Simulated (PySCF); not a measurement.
# Distorted geometries of [Nd(H2O)5]3+

[Nd(H2O)5]3+ (singlet in the valence; each metal's 4f electrons, 3 of them, lie in its core potential, out of spins and levels). PySCF 2.14.0, RKS BP86, Nd lcecp-1-SVP with ECP49, O def2-SVP, H def2-SVP; non-relativistic Hamiltonian with scalar-relativistic core potentials where named; density fitting; no spin-orbit coupling. Relaxed geometry:

```xyz
16

Nd   -0.0219    0.0000    0.0000
O    -0.3970    0.0434    2.3863
H    -0.5049    0.8317    2.9754
H    -0.5056   -0.7209    3.0068
O    -0.3970   -0.0433   -2.3863
H    -0.5050   -0.8316   -2.9754
H    -0.5056    0.7209   -3.0068
O     2.3544   -0.0001    0.0000
H     2.9682    0.0091   -0.7790
H     2.9682   -0.0093    0.7790
O    -0.9081    2.2332   -0.0417
H    -0.4111    3.0910   -0.0564
H    -1.8582    2.5174   -0.0516
O    -0.9083   -2.2331    0.0417
H    -1.8584   -2.5173    0.0516
H    -0.4113   -3.0910    0.0564
```

Q: Order these distorted geometries by energy above the relaxed one, lowest first.
A.
```xyz
16

Nd    0.0507   -0.0333   -0.0208
O    -0.3541    0.0137    2.4109
H    -0.4714    0.8838    3.0888
H    -0.5655   -0.7170    2.9201
O    -0.3399   -0.0173   -2.4447
H    -0.5507   -0.7906   -3.0261
H    -0.4432    0.7476   -3.0273
O     2.2578    0.0457   -0.0340
H     2.9422    0.0207   -0.7832
H     2.8607    0.0104    0.8270
O    -0.9121    2.1809    0.0193
H    -0.4134    2.9618   -0.0777
H    -1.7967    2.5798    0.0119
O    -0.9026   -2.1898    0.0211
H    -1.8627   -2.5267    0.0949
H    -0.4011   -3.1697    0.0200
```
B.
```xyz
16

Nd    0.0746    0.0199   -0.0448
O    -0.4114    0.1081    2.4199
H    -0.5220    0.8656    2.9765
H    -0.4025   -0.5770    3.1182
O    -0.4785   -0.0974   -2.3712
H    -0.6490   -0.8346   -2.9583
H    -0.4546    0.7179   -3.0902
O     2.3607   -0.0362    0.0160
H     2.9915    0.0445   -0.7179
H     2.9227   -0.1200    0.7740
O    -0.8939    2.2479   -0.1378
H    -0.3922    3.0898   -0.1018
H    -1.8514    2.4474   -0.1265
O    -0.8477   -2.2035    0.0861
H    -1.8849   -2.5095    0.1304
H    -0.4632   -3.1629    0.0273
```
C.
```xyz
16

Nd    0.0061   -0.0583    0.0823
O    -0.3286    0.0952    2.4029
H    -0.5287    0.8704    3.0131
H    -0.6173   -0.6525    2.9860
O    -0.4315   -0.0562   -2.3548
H    -0.5655   -0.7879   -2.9425
H    -0.5483    0.6795   -2.9696
O     2.4255   -0.0570    0.0753
H     3.0157   -0.1304   -0.9038
H     2.9332   -0.0986    0.8088
O    -1.0080    2.1900   -0.1571
H    -0.3109    3.1703   -0.0517
H    -1.9248    2.5663   -0.1647
O    -0.8654   -2.2092    0.0194
H    -1.8105   -2.4584    0.0160
H    -0.3426   -3.0631    0.1405
```

A: B (0.67 eV), A (1.02 eV), C (1.63 eV).

Q: Which forces (eV/Å) act in the one that lies 0.67 eV up?

A: 
```
Nd  -1.28 -0.18  0.51
O    0.49 -1.29 -1.46
H   -0.33  2.16  0.94
H   -0.01 -0.85  0.03
O    0.56  3.64 -1.29
H   -0.36 -1.42 -0.84
H   -0.13 -2.17  2.09
O   -1.13  0.17 -1.09
H    0.66  0.06 -0.88
H    1.36 -0.22  1.98
O    0.67 -1.10  0.07
H   -0.16  0.53 -0.01
H   -0.41  0.47 -0.03
O   -2.40 -2.59 -0.09
H    2.57  1.19 -0.05
H   -0.10  1.61  0.11
```
Forces carry noise of the integration grid, about 0.01 to 0.03 eV/Å.

An lcecp potential fixes the number of 4f electrons, so in runs with it no electron can move into or out of that shell.
